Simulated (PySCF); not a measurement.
Species: C9H6.
Cartesian coordinates in Å at the PBE0-D3(BJ)/def2-SVP level; atoms count from 1:
```
atom  x, y, z in Å
C1     4.1089    0.5984   -1.3056
C2     3.2561    0.3744   -0.4647
C3     2.2983    0.1234    0.4775
C4     1.4384   -0.1018    1.3187
C5     0.4635   -0.3611    2.3021
C6    -0.8681   -0.4788    2.0607
C7    -1.4754   -0.3595    0.7906
C8    -2.0041   -0.2581   -0.3006
C9    -2.6213   -0.1353   -1.6069
H10    4.8626    0.7950   -2.0452
H11    0.8172   -0.4741    3.3325
H12   -1.5256   -0.6819    2.9131
H13   -3.1511   -1.0610   -1.8829
H14   -1.8677    0.0692   -2.3829
H15   -3.3561    0.6855   -1.6219
```

Computed with PySCF at PBE0/pcSseg-1 and B3LYP/def2-SVPD, non-relativistic, on one gas-phase PBE0-D3(BJ)/def2-SVP geometry that isn't relaxed in the solvent. The solvent is an IEF-PCM continuum (van der Waals radii × 1.2). Specific hydrogen bonds and non-electrostatic terms are outside this model.

Gas phase at PBE0/pcSseg-1: HOMO -6.45 eV, LUMO -2.01 eV, dipole 1.45 D.

Problem. What does the continuum do to the energy, the frontier levels and the dipole at PBE0/pcSseg-1 in chloroform?

Solution. 
```
   solvent      ε  E(solvent) − E(gas) (kcal/mol)  polarisation term (kcal/mol)  distortion of the solute (kcal/mol)  HOMO (eV)  LUMO (eV)  dipole (D)
chloroform  4.711                           -4.35                         -4.91                                 0.56      -6.56      -2.10        1.76
```

Polarisation term: ½ Σ q·V over the induced surface charges. Distortion: the rise of the solute's own energy as its density leaves the gas-phase optimum.

Problem. Which radius a makes the point-dipole formula ΔE = −[(ε − 1)/(2ε + 1)]·μ²/a³ give the value in chloroform, with the gas-phase dipole?

Solution. μ = 0.572 au and |ΔE| = 0.00694 Eh give a = 1.35 Å; the farthest nucleus lies 5.37 Å from the centroid of the nuclei, so such a sphere wouldn't even hold the nuclei. The formula assumes a rigid point dipole at the centre of a sphere.

Problem. Which Mulliken charges (PBE0/pcSseg-1) respond most in chloroform (means over atoms taken as equivalent)?

Solution. 
```csv
atoms,environment,gas (e),solvent (e),change
C7,alkyne carbon,+0.143,+0.112,-0.031
C2,alkyne carbon,+0.217,+0.189,-0.028
H10,alkyne hydrogen,+0.081,+0.102,+0.021
C3,alkyne carbon,+0.079,+0.060,-0.019
H12,vinylic hydrogen,+0.135,+0.152,+0.017
H11,vinylic hydrogen,+0.136,+0.154,+0.018
C8,alkyne carbon,-0.252,-0.265,-0.013
C4,alkyne carbon,+0.062,+0.051,-0.011
H13/H14/H15,methyl hydrogen,+0.156,+0.166,+0.010
C1,terminal alkyne carbon,-0.404,-0.396,+0.008
C6,alkene CH carbon,-0.213,-0.207,+0.006
C9,propargylic carbon,-0.231,-0.226,+0.005
```

Problem. Which Mayer bond orders change most in chloroform?

Solution. 
```
  bond  length (Å)    gas  solvent  change
 C3–C4       1.224  1.954    1.972  +0.018
 C1–C2       1.218  2.259    2.246  -0.013
 C6–C7       1.413  1.141    1.131  -0.010
 C8–C9       1.450  1.252    1.259  +0.007
C9–H13       1.102  0.924    0.918  -0.006
C9–H15       1.102  0.924    0.918  -0.006
 C7–C8       1.217  2.293    2.288  -0.005
C9–H14       1.101  0.925    0.920  -0.005
```

Gas phase at B3LYP/def2-SVPD: HOMO -6.23 eV, LUMO -2.16 eV, dipole 1.38 D.

Problem. What does the continuum do to the energy, the frontier levels and the dipole at B3LYP/def2-SVPD in chloroform?

Solution. 
```json
{"solvent": "chloroform", "ε": "4.711", "E(solvent) − E(gas) (kcal/mol)": "-3.72", "polarisation term (kcal/mol)": "-4.25", "distortion of the solute (kcal/mol)": "0.53", "HOMO (eV)": "-6.32", "LUMO (eV)": "-2.22", "dipole (D)": "1.71"}
```

Problem. How does the static polarisability (B3LYP/def2-SVPD, frozen core, with the continuum's full static response) change?

Solution. 
| medium | isotropic (au) | principal values (au) | ⟨r²⟩ of the electrons (bohr²) |
| --- | --- | --- | --- |
| gas | 130.5 | 63.0, 127.9, 200.7 | 1802.8 |
| chloroform | 166.8 | 77.4, 162.0, 261.2 | 1798.6 |

The isotropic value in chloroform is 1.28 times the gas-phase one; no cavity-field correction is applied. ⟨r²⟩ is taken about the centre of nuclear charge.
